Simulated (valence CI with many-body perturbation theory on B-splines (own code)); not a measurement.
## Mo³⁶⁺: magnetic and hyperfine properties of the levels

Calculated by relativistic CI+MBPT: four valence electrons over a frozen Dirac-Fock core [He], a basis of 11 s, 11 p, 9 d, 7 f, 5 g, 2 h, 1 i functions for each j, with the one-electron correlation potential Σ1, the two-electron term Σ2, the three-electron term Σ3, Breit, model QED; selected CI, second order for the rest (own B-spline code, finite nucleus).

The last digits are not significant, and no measured levels were compared; by estimate large intervals hold to a few tenths of a per cent, small ones and those within an open d or f shell to about a per cent. Among the levels kept, up to 290 cm⁻¹ of a level comes from second order outside the variational space, and about a tenth of that is noise between levels of different J, which matters for small intervals.

A/g_I is the dipole constant over the nuclear g factor μ/I (μ in nuclear magnetons, uniformly magnetised nucleus), B/Q the quadrupole constant per barn. Both hold the static response of the core; the bare values leave it out. Large factors of s and p1/2 electrons are usually good to 5 to 10 %; those of open d and f shells near neutrality can be off by tens of per cent, and small factors of p3/2, d and f electrons come from cancelling terms and can be off by a factor of two or in sign, in half-filled shells by more. B is blank for J = 1/2, where it vanishes, and for nearly pure S terms. Energies count from the lowest level. Levels with J = 0 are left out.

Levels are named by their leading jj configuration (3d3/2^4 stands for four electrons in 3d with j = 3/2), which in mixed levels can hold well under half, so a name can repeat and another be missing. Letters in brackets count levels of one name in rising energy.

```
                     Level  E (× 10³ cm⁻¹)      g  A/g_I (MHz)  A/g_I bare  B/Q (MHz/b)  B/Q bare
    (2s^2 2p1/2 2p3/2) J=1          834.74  1.491       -30600      -23200       127000    127000
    (2s^2 2p1/2 2p3/2) J=2          934.24  1.201       294000      297000       179000    179000
        (2s^2 2p3/2^2) J=2          1839.1  1.277       143000      147000        74000     74200
    (2s 2p1/2^2 2p3/2) J=2          1853.4  1.711       682000      681000       155000    155000
    (2s 2p1/2^2 2p3/2) J=1          2243.8  0.991      -394000     -380000       201000    202000
(2s 2p1/2 2p3/2^2) J=2 [a]          2674.4  1.463       533000      530000       199000    200000
    (2s 2p1/2 2p3/2^2) J=3          2869.9  1.322       639000      634000         -867      -885
(2s 2p1/2 2p3/2^2) J=1 [a]          3151.8  1.272       112000      118000      -209000   -209000
(2s 2p1/2 2p3/2^2) J=2 [b]          3228.6  1.123        40900       49100      -140000   -140000
(2s 2p1/2 2p3/2^2) J=1 [b]          3282.1  1.454       792000      787000        65700     65800
          (2s 2p3/2^3) J=2          3960.5  1.328       709000      702000      -217000   -218000
          (2s 2p3/2^3) J=1          4291.2  1.241      -413000     -394000       -57100    -57300
     (2p1/2^2 2p3/2^2) J=2          4396.1  1.361       121000      130000        60100     60200
       (2p1/2 2p3/2^3) J=1          5284.0  1.491       -43100      -30100      -125000   -125000
       (2p1/2 2p3/2^3) J=2          5395.1  1.117       300000      303000      -312000   -312000
       (2s^2 2p1/2 3s) J=1           23054  1.336       758000      750000       -10600    -10600
    (2s^2 2p1/2 3p1/2) J=1           23365  0.663       520000      516000        -2340     -2340
    (2s^2 2p1/2 3p3/2) J=1           23680  1.501       -34800      -33400        36600     36700
    (2s^2 2p1/2 3p3/2) J=2           23707  1.168       231000      231000        61800     62000
       (2s 2p1/2^2 3s) J=1           23978  2.187      1370000     1350000        -7020     -7040
       (2s^2 2p3/2 3s) J=2           23985  1.221       247000      247000       155000    155000
    (2s^2 2p1/2 3d3/2) J=2           23997  1.018       237000      236000       114000    114000
       (2s^2 2p3/2 3s) J=1           24033  1.142         -521        7420       139000    140000
    (2s^2 2p1/2 3d3/2) J=1           24105  0.828      -123000     -123000         4120      4210
    (2s^2 2p1/2 3d5/2) J=2           24140  1.282       -98600      -97700        15700     15900
    (2s^2 2p1/2 3d5/2) J=3           24144  1.112       141000      140000         2880      3100
    (2s 2p1/2^2 3p1/2) J=1           24319  1.537      1170000     1150000        -6760     -6770
    (2s^2 2p3/2 3p1/2) J=1           24385  1.421       124000      130000       124000    125000
    (2s^2 2p3/2 3p1/2) J=2           24407  1.205       167000      170000       227000    228000
    (2s^2 2p3/2 3p3/2) J=3           24590  1.332       123000      125000       328000    329000
    (2s^2 2p3/2 3p3/2) J=1           24599  1.416       106000      109000      -123000   -123000
```

Problem. Take the isotope of mass number 97, with I = 5/2, μ = -0.9324 μN and Q = 0.255 b. What is the hyperfine structure of (2s 2p1/2^2 2p3/2) J=1?

Solution. From the table A = 147000 MHz, B = 51400 MHz. Shifts from the centre of gravity in MHz: F = 3/2: -479000, F = 5/2: -188000, F = 7/2: 380000.
